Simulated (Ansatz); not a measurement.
# Strength of the B–B bond: B(BCl2)Cl2 → 2 BCl2

Species: B(BCl2)Cl2, singlet; BCl2 `Cl[B]Cl`, doublet. 

Shapes, held fixed at every level: PBE0-D4/def2-TZVP. Programs: Ansatz 0.2.0. The zero-point and thermal change to 298 K, harmonic and unscaled (PBE0-D4/def2-TZVP), is -9.6 kJ/mol.

```json
{"level": "r2SCAN-D4/def2-TZVPP", "kind": "meta-GGA", "ΔH(298 K) (kJ/mol)": "+382.8", "less CCSD(T)/CBS estimate": "-37.8"}
{"level": "PBE0-D4/def2-TZVPP", "kind": "global hybrid", "ΔH(298 K) (kJ/mol)": "+405.9", "less CCSD(T)/CBS estimate": "-14.7"}
{"level": "wB97M-V/def2-TZVPP", "kind": "range-separated hybrid", "ΔH(298 K) (kJ/mol)": "+429.6", "less CCSD(T)/CBS estimate": "+9.0"}
{"level": "wB97X-V/def2-TZVPP", "kind": "range-separated hybrid", "ΔH(298 K) (kJ/mol)": "+424.3", "less CCSD(T)/CBS estimate": "+3.7"}
{"level": "B2PLYP/def2-TZVPP", "kind": "double hybrid", "ΔH(298 K) (kJ/mol)": "+401.9", "less CCSD(T)/CBS estimate": "-18.7"}
{"level": "CCSD(T)/def2-SVP", "kind": "coupled cluster or CI", "ΔH(298 K) (kJ/mol)": "+410.0", "less CCSD(T)/CBS estimate": "-10.6"}
{"level": "CCSD(T)/CBS estimate", "kind": "coupled cluster or CI", "ΔH(298 K) (kJ/mol)": "+420.6", "less CCSD(T)/CBS estimate": "0.0"}
```

The highest level, CCSD(T)/CBS estimate, gives ΔH(298 K) = +420.6 kJ/mol; the levels span +382.8 to +429.6. The column of differences is taken from that level and isn't an error. No measured value is set beside it here. Open shells run unrestricted unless RO is named. The CBS estimate extrapolates MP2 from def2-TZVPP and def2-QZVPP and adds CCSD(T) − MP2 in the triple-zeta set, cores frozen.
